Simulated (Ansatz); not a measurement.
Born–Oppenheimer molecular dynamics of ClH3O2Sn (7 atoms, charge 0, multiplicity 1). It starts from a relaxed structure.

The calculation used Ansatz, RKS PBE-D4/def2-SVP.

```json
{
 "ensemble": "NVE (velocity Verlet)",
 "time step": "0.5 fs",
 "steps asked": "150",
 "starting velocities drawn for": "400 K",
 "seed": "161010"
}
```

First frame:

```xyz
7
Properties=species:S:1:pos:R:3
Sn -0.180 -0.385 -0.164
Cl -0.257 -0.040 2.186
O 1.710 -0.602 -0.758
H 2.212 0.221 -0.592
O -0.942 1.297 -0.936
H -1.148 1.909 -0.201
H -1.006 -1.804 -0.653
```

Task: How far do the bonds stretch over the last three quarters of this one trajectory? (Pairs bonded in most of those frames.)

Result: 
```json
{"bond": "Sn1–Cl2", "mean (Å)": "2.388", "spread (Å)": "0.044", "shortest": "2.33", "longest": "2.44"}
{"bond": "Sn1–O3", "mean (Å)": "2.002", "spread (Å)": "0.021", "shortest": "1.97", "longest": "2.03"}
{"bond": "Sn1–O5", "mean (Å)": "2.000", "spread (Å)": "0.011", "shortest": "1.98", "longest": "2.02"}
{"bond": "Sn1–H7", "mean (Å)": "1.724", "spread (Å)": "0.022", "shortest": "1.69", "longest": "1.76"}
{"bond": "O3–H4", "mean (Å)": "0.980", "spread (Å)": "0.013", "shortest": "0.96", "longest": "1.00"}
{"bond": "O5–H6", "mean (Å)": "0.979", "spread (Å)": "0.018", "shortest": "0.95", "longest": "1.01"}
```

Mean temperature of the second half: 150 K. The conserved energy stayed within 0.11 meV per atom of its start (net change 0.075 meV per atom), so the integration is sound. A run of 0.075 ps of so small a system gives no equilibrium averages.

Run time: 10 min on 1 thread of Arm Neoverse N1, with other jobs on the host, peak memory 0.12 GiB.
